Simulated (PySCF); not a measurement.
AuF5, multiplicity 1. Atoms are numbered in the order given.

```xyz
6

Au     0.0000     0.0000    -0.1005
F      1.3348     1.3348    -0.2185
F     -1.3348    -1.3348    -0.2185
F      0.0000     0.0000     1.7557
F      1.3348    -1.3348    -0.2185
F     -1.3348     1.3348    -0.2185
```

Geometry: PBE0-D3(BJ)/def2-SVP. The spin state was assumed, not searched. The def2 effective core potentials stand for the cores of Au; spin–orbit coupling is left out.

Method: HF/def2-TZVP in PySCF.

ESP charges are fitted to the potential on shells at 1.4 to 2.0 van der Waals radii. Atomic charges (e):

| atom | Mulliken | ESP fit | Löwdin |
|---|---|---|---|
| Au1 | 1.92 | 2.01 | (withheld) |
| F2 | -0.43 | -0.45 | (withheld) |
| F3 | -0.43 | -0.45 | (withheld) |
| F4 | -0.18 | -0.22 | (withheld) |
| F5 | -0.43 | -0.45 | (withheld) |
| F6 | -0.43 | -0.45 | (withheld) |

Problem. Complete the blanks. (Estimate from the structure and the level; the computed values follow.)

Solution. 
- Au1, Löwdin: 1.49
- F2, Löwdin: -0.35
- F3, Löwdin: -0.35
- F4, Löwdin: -0.09
- F5, Löwdin: -0.35
- F6, Löwdin: -0.35
